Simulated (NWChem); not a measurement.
Molecule: C3H5NO; SMILES N#CCCO

```xyz
10

N      0.3043     2.5767     0.0164
C     -0.1315     1.5012    -0.0098
C     -0.6376     0.1276    -0.0373
C      0.4995    -0.9193     0.0083
O     -0.0141    -2.2341    -0.0750
H     -1.3128    -0.0161     0.8165
H     -1.2292    -0.0275    -0.9467
H      1.1507    -0.7882    -0.8599
H      1.1107    -0.7675     0.9093
H     -0.4268    -2.4561     0.7740
```
Atoms are numbered in this order, from 1.

All runs: NWChem. Pople sets run with spherical d functions. The geometry was optimised at B3LYP/6-31G* (spherical d). Atomic charges in e: unrestrained fits to the electrostatic potential beside Mulliken populations; buried atoms are poorly determined by the fit.

For level Hartree-Fock/6-31G*:

```yaml
Mulliken N1: -0.40
Mulliken C2: 0.25
Mulliken C3: -0.41
Mulliken C4: 0.04
Mulliken O5: -0.76
```

### Question
What are these values for level B3LYP/def2-SVP?

### Answer
The Mulliken N1 is 0.04 and the Mulliken C2 is -0.28. The Mulliken C3 is 0.07, the Mulliken C4 comes out as 0.18 and the Mulliken O5 is -0.31.
